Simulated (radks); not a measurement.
Problem. Method: non-relativistic Kohn-Sham, LDA (Slater exchange, Perdew-Wang correlation), spin-polarised, spherical densities, point nucleus; open shells are filled with parallel spins first (spin-orbit coupling, left out, can overturn this in heavy ions); computed with a radial shooting solver on a logarithmic mesh with Libxc functionals. Response by self-consistent Sternheimer equations with the Hartree and adiabatic LDA kernel. For heavy and open-shell atoms this level of theory can miss by tens of per cent. Estimate the static dipole polarisabilities of Kr+ ([Ar] 3d10 4s2 4p5) and Li ([He] 2s1) and the C6 coefficients of the three pairs.

Solution. alpha = 11.00 and 143.7 bohr^3; C6 = 68.14 (Kr+-Kr+), 162.4 (Kr+-Li), 1143 (Li-Li) hartree bohr^6.
